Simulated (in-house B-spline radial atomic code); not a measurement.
**How G0W0 and RPA depend on the start: Ba III (Ba2+)**

Configuration [Kr] 4d10 5s2 5p6. Computed with an all-electron radial atomic-structure program (B-spline basis): all electrons, scalar-relativistic (spin-free one-electron X2C), finite nucleus, each spin shell either full or empty, empty states to l = 9 with an (l + 1/2)⁻⁴ tail; G0W0 by contour deformation at full frequency.

Spin-orbit coupling, left out, splits p levels strongly here.

| start | mean-field 5p (eV) | G0W0 (eV) | QP weight | RPA correlation (Eh) |
| --- | --- | --- | --- | --- |
| Hartree-Fock | -36.19 | -37.03 | 0.959 | -3.9948 |
| LDA VWN5 | -31.08 | -36.53 | 0.917 | -4.3469 |
| PBE | -30.91 | -36.53 | 0.916 | -4.3416 |
| PBE0 | -32.53 | -36.67 | 0.934 | -4.2445 |
| r2SCAN | -31.39 | -36.66 | 0.926 | -4.2804 |
| HSE06 | -32.08 | -36.67 | 0.930 | -4.2535 |
| B3LYP (VWN-RPA) | -32.17 | -36.67 | 0.930 | -4.2646 |
| SCAN | -31.39 | -36.62 | 0.926 | -4.2783 |
| TPSS | -31.07 | -36.59 | 0.919 | -4.3231 |
| BHandHLYP | -33.92 | ? | ? | ? |
| CAM-B3LYP | -33.93 | -36.80 | 0.943 | -4.2193 |
| LC-wPBE | -35.46 | -36.82 | 0.952 | -4.2144 |
| wB97X | -34.91 | -36.82 | 0.950 | -4.1975 |
| PBEsol | -30.93 | ? | ? | ? |
| BLYP | -30.69 | -36.54 | 0.914 | -4.3427 |
| r2SCAN0 | -32.83 | -36.75 | 0.938 | -4.2045 |
| LDA exchange-only | -29.618 | -36.57 | 0.909 | -4.3449 |

Q: What G0W0 level, weight and RPA correlation energy follow from the BHandHLYP start?

A: G0W0 level -36.82 eV, weight 0.944, RPA correlation -4.156 hartree.

Q: What G0W0 level, weight and RPA correlation energy follow from the PBEsol start?

A: G0W0 level -36.52 eV, weight 0.917, RPA correlation -4.3437 hartree.

Q: How much of the dependence on the start does G0W0 remove?

A: The mean-field levels span 6.57 eV and the G0W0 levels 0.511 eV. Against 35.844 ± 0.0025 eV (NIST, measured) the G0W0 removal energies are off by +0.67 to +1.18 eV, with spin-orbit coupling, Breit and QED terms left out.
